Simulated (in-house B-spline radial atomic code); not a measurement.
Checks on a self-consistent run for Mn7+, [Ne] 3s2 3p5 5g1. Method: Dirac-Hartree-Fock, average of configuration, Fermi nucleus of rms radius 3.7057 fm. Calculated with an all-electron radial atomic-structure program (B-spline basis).

```tsv
orbital	q	ε (Eh)	<1/r>	<r²>	small-component weight
1s1/2	2	-248.95508	24.9314	0.00498299	0.0080729
2s1/2	2	-35.94551	5.3722	0.0902585	0.0014914
2p1/2	2	-31.54869	5.27893	0.0730042	0.0014521
2p3/2	4	-31.15793	5.19458	0.0745723	0.0014341
3s1/2	2	-9.30978	1.81079	0.693423	0.00037481
3p1/2	1.6667	-7.91710	1.72382	0.725315	0.00034842
3p3/2	3.3333	-7.85467	1.70689	0.735189	0.00034521
5g7/2	0.44444	-1.28173	0.321503	12.8103	3.4397e-05
5g9/2	0.55556	-1.28170	0.321484	12.8114	3.4396e-05
```

Electron-electron repulsion V_ee = 320.6266 hartree.

What total energy follows from the eigenvalues?

The eigenvalues count the repulsion twice, so E = Σqε - V_ee = -816.809 - 320.627 = -1137.436 hartree; the run printed -1137.436.

Does the Dirac virial theorem hold?

For a point nucleus E = -2c²Σq·w, with w the small-component weight. Here Σq·w = 0.030285 and c = 137.0360, so the ratio E/(-2c²Σq·w) is 1.000006; the finite nucleus accounts for the departure from 1.

What diamagnetic shielding (Lamb formula) and susceptibility (Langevin formula) do the radii give?

σ = (α²/3)Σq<1/r> = 104.449/(3·137.036²) = 1854 ppm, and χ = -0.79199×10⁻⁶·Σq<r²> = -14.65×10⁻⁶ cm³/mol with Σq<r²> = 18.492 bohr². Both are non-relativistic formulas without the paramagnetism of open shells.
